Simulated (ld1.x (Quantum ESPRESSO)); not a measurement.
**Ranking TM semilocal potentials for Pt (Z = 78)**

All share these settings but for the change named:

```
Element                 : Pt
Generator               : ld1.x (Quantum ESPRESSO) 7.5
Type                    : norm-conserving Troullier–Martins (semilocal form)
Functional              : LDA (PZ)
Relativity              : scalar-relativistic
Frozen core             : [Kr] 4d10 4f14 5s2
Valence charge          : 16
Reference configuration : 5p6 5d7 6s0 6p0 (charge +3)
Partial waves           : 6s (bound, empty): rc 2.25 bohr; 5d (bound): rc 1.75 bohr; 5p (bound): rc 1.20 bohr
Local potential         : the p channel
Core correction         : a·sin(br)/r model core inside 0.80 bohr
```

Test errors are all-electron minus pseudo excitation energies from the reference, over 5p6 5d9 6s1 6p0; 5p6 5d9 6s0 6p0; 5p6 5d8 6s0 6p0; 5p6 5d9 6s0.5 6p0; 5p6 5d8 6s1 6p1; 5p6 5d10 6s0 6p0; 5p6 5d8 6s2 6p0. None of these files shows a bound ghost.

The base gives 72.4 meV.

Of 10 variants that were run, those that failed, showed a ghost or another fault, or gave nearly equal values are left out.

A variant can come out equal or close to the base, since the largest error may sit in a test that the change hardly touches while other tests move.

(1) Rank these variants by their largest absolute test error, smallest first.
A. wave 5d (bound): rc 1.75 bohr becomes 5d (bound): rc 2.66 bohr
B. wave 5d (bound): rc 1.75 bohr becomes 5d (bound): rc 2.44 bohr
C. wave 5d (bound): rc 1.75 bohr becomes 5d (bound): rc 2.30 bohr

Answers

(1) C (57.3 meV), B (74.9 meV), A (123.9 meV).
